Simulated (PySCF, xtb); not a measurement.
Si(H)(F)2(Et) (C2H6F2Si), SMILES CC[SiH](F)F.

GFN2-xTB (xtb) at its own geometry gives an orbital gap of 6.57 eV and a dipole moment of 2.57 D.

Geometry: PBE0-D3(BJ)/def2-SVP. The values are those of a single conformer.

Question: What does HF/def2-TZVP (PySCF) give? (An estimate is asked for; the answer gives what the named calculation found.)

Answer: gap 15.89 eV (levels -12.27 and 3.62 eV), dipole 2.47 D.
